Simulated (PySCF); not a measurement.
Homolysis of single bonds, series Ga Cl-H. Isolated molecules, 0 K electronic values unless said otherwise. Strings in code marks are SMILES.

Calculation: TPSSh-D3(BJ)/def2-TZVP // B3LYP-D3(BJ)/def2-TZVP run with PySCF 2.14.0. 

| species | dipole moment (D) |
|---|---|
| radical fragment (`[Cl][Ga][Cl]`) | 1.82 |
| whole molecule (`[Cl][GaH][Cl]`) | 1.72 |
| radical fragment (`[Cl][GaH]`) | 2.05 |
| whole molecule (`[Cl][GaH2]`) | 1.99 |
| radical fragment (`[GaH2]`) | 0.31 |
| whole molecule (`[GaH3]`) | 0.00 |
